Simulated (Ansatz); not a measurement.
CClF, SMILES `F[C]Cl` (excited triplet) (charge 0, multiplicity 3). This triplet is an excited state, 1.58 eV above the relaxed singlet at the level composite: frozen-core CCSD(T) with HF/cc-pVQZ and the correlation energy extrapolated as X^-3 from cc-pVTZ and cc-pVQZ, plus CCSDT(Q) minus CCSD(T) in cc-pVDZ // PBE0-D3(BJ)/def2-TZVP (Ansatz, a quantum-chemistry and plane-wave program).

Calculation: Ansatz with frozen-core CCSDTQ/6-31g // PBE0-D3(BJ)/def2-TZVP.

Ansatz 0.2 input:
```yaml
crystal:
  periodic: [false, false, false]
  atoms:
    - { symbol: F, position_ang: [-1.234551, -0.293348, 0.000005] }
    - { symbol: C, position_ang: [-0.160052, 0.451444, 0.0] }
    - { symbol: Cl, position_ang: [1.394604, -0.158096, -0.000005] }
basis:
  gaussian: { orbitals: "6-31g" }
correlation:
  method: ccsdtq
magnetization:
  spin_polarized: true
  initial_magnetization: 2
```

Output:

```
Functional definition: HF
618 factors; integrals over basis functions are off by at most 5.8e-8 eV
mean field evaluation 1: about -16231.9199 eV, gradient 1.4e1 eV
mean field evaluation 2: about -16232.1454 eV, gradient 1.4e1 eV
mean field evaluation 4: about -16233.7614 eV, gradient 3.2e0 eV
mean field evaluation 8: about -16233.9601 eV, gradient 2.7e-1 eV
mean field evaluation 16: about -16233.9617 eV, gradient 2.6e-6 eV
mean field -16233.96168486 eV, -596.5870881443 hartree, gradient 2.7e-6 eV, S^2 2.011132; 0 other end points of the search recorded, 0 dependent functions left out
7 core orbitals not correlated
reference -16233.96168486 eV, -596.5870881443 hartree; 10, 8 occupied and 14, 16 virtual orbitals, 618 factors
second order -5.78999947 eV of doubles, -0.00000000 eV of singles
cycle   1  -5.87448563 eV  change   -8.4e-2 eV  update   8.2e-2
cycle   2  -6.15877111 eV  change   -2.8e-1 eV  update   3.7e-2
cycle   3  -6.29739641 eV  change   -1.4e-1 eV  update   2.1e-2
cycle   4  -6.30952948 eV  change   -1.2e-2 eV  update   8.1e-3
cycle   5  -6.30822524 eV  change    1.3e-3 eV  update   4.6e-3
cycle   6  -6.30976387 eV  change   -1.5e-3 eV  update   2.1e-3
cycle   7  -6.30985441 eV  change   -9.1e-5 eV  update   1.1e-3
cycle   8  -6.30935483 eV  change    5.0e-4 eV  update   5.0e-4
cycle   9  -6.30955485 eV  change   -2.0e-4 eV  update   2.6e-4
cycle  10  -6.30970578 eV  change   -1.5e-4 eV  update   1.4e-4
cycle  11  -6.30963073 eV  change    7.5e-5 eV  update   6.6e-5
cycle  12  -6.30961238 eV  change    1.8e-5 eV  update   3.0e-5
cycle  13  -6.30963526 eV  change   -2.3e-5 eV  update   1.4e-5
cycle  14  -6.30962702 eV  change    8.2e-6 eV  update   7.1e-6
cycle  15  -6.30962893 eV  change   -1.9e-6 eV  update   3.2e-6
cycle  16  -6.30963212 eV  change   -3.2e-6 eV  update   1.7e-6
cycle  17  -6.30963228 eV  change   -1.7e-7 eV  update   9.6e-7
Total energy: -16240.27131715 eV, -596.8189628539 hartree
```
